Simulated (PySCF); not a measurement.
Can point charges reproduce the dipole moment of `CCc1cccnn1`?

Coordinates (GFN2-xTB, Å) and charges (e) from the PBE0/pcSseg-1 density (PySCF):

| atom | x | y | z | Mulliken | IAO | Hirshfeld | ESP-fitted |
| --- | --- | --- | --- | --- | --- | --- | --- |
| C1 | -2.221 | 0.556 | -0.240 | -0.2752 | -0.4124 | -0.1138 | -0.0884 |
| C2 | -1.049 | -0.037 | -1.025 | -0.1509 | -0.2653 | -0.0692 | -0.0630 |
| C3 | 0.199 | 0.013 | -0.198 | +0.0014 | +0.1271 | +0.0685 | +0.4573 |
| C4 | 0.503 | -0.986 | 0.735 | -0.0590 | -0.1590 | -0.0370 | -0.1688 |
| C5 | 1.654 | -0.832 | 1.477 | -0.1004 | -0.1495 | -0.0343 | -0.3666 |
| C6 | 2.411 | 0.313 | 1.233 | +0.1245 | -0.0411 | +0.0074 | +0.4843 |
| N7 | 2.064 | 1.216 | 0.338 | -0.2267 | -0.1503 | -0.1100 | -0.4020 |
| N8 | 0.982 | 1.067 | -0.364 | -0.2322 | -0.1697 | -0.1048 | -0.2973 |
| H9 | -2.007 | 1.589 | 0.022 | +0.1294 | +0.1504 | +0.0429 | +0.0440 |
| H10 | -3.127 | 0.526 | -0.839 | +0.1213 | +0.1450 | +0.0449 | +0.0479 |
| H11 | -2.394 | -0.005 | 0.677 | +0.1092 | +0.1357 | +0.0364 | +0.0096 |
| H12 | -1.272 | -1.071 | -1.295 | +0.1229 | +0.1385 | +0.0429 | +0.0134 |
| H13 | -0.890 | 0.546 | -1.932 | +0.1381 | +0.1610 | +0.0469 | +0.0112 |
| H14 | -0.146 | -1.841 | 0.857 | +0.0879 | +0.1590 | +0.0594 | +0.1458 |
| H15 | 1.960 | -1.561 | 2.213 | +0.1051 | +0.1648 | +0.0621 | +0.1831 |
| H16 | 3.328 | 0.517 | 1.769 | +0.1045 | +0.1656 | +0.0580 | -0.0105 |

Problem. What dipole does each set of charges give (1 e·Å = 4.803 D), and what does the density give?

Solution. The full density gives (-1.34, -3.40, 1.65) D, 4.01 D in size; dipole vectors point from the negative to the positive end.

```tsv
scheme	μx	μy	μz	size (D)	share of the full size (%)	angle to the full dipole (°)
Mulliken	-2.21	-2.64	1.11	3.62	90	18
IAO	-1.12	-2.51	1.18	2.99	75	3
Hirshfeld	-0.73	-1.65	0.72	1.94	48	3
ESP-fitted	-1.33	-3.34	1.63	3.95	98	0
```

Problem. Which set comes closest?

Solution. Length of the difference vector: ESP-fitted 0.06 D, IAO 1.03 D, Mulliken 1.28 D, Hirshfeld 2.08 D. Closest: ESP-fitted. 

Problem. What is left for the Hirshfeld atoms' own dipoles?

Solution. The shares of the density sum to the whole, so what Σ q r misses lies in dipoles about the nuclei. The atomic dipoles sum to (-1.34, -3.40, 1.65) − (-0.73, -1.65, 0.72) = (-0.61, -1.75, 0.93) D, 2.08 D in size.

Problem. With the origin at the mean of the coordinates, (0.000, 0.001, 0.214) Å, which are the largest single terms, by size, of the IAO dipole along the direction of the full one?

Solution. H14 +1.43, N7 +1.21, N8 +1.20, H15 +1.18, H13 -0.81 D; all 16 atoms together +2.99 D. The single terms depend on the origin, their sum doesn't.

Problem. Give the size of the full dipole in other units.

Solution. 4.01 D = 1.579 au = 0.835 e·Å = 13.38 × 10⁻³⁰ C·m.

One conformer (not necessarily the lowest) at the GFN2-xTB geometry, without solvent, vibrations or thermal averaging.

The run behind these numbers computed NMR shieldings as well. Time: 11 s wall; peak memory 0.78 GiB. Hardware: one thread of an AMD EPYC 9R45, no GPU, on a shared host.

Shape of the structure used: `[CH3:1][CH2:2][c:3]1[cH:4][cH:5][cH:6][n:7][n:8]1`: C1–C2–C3–C4 84°.
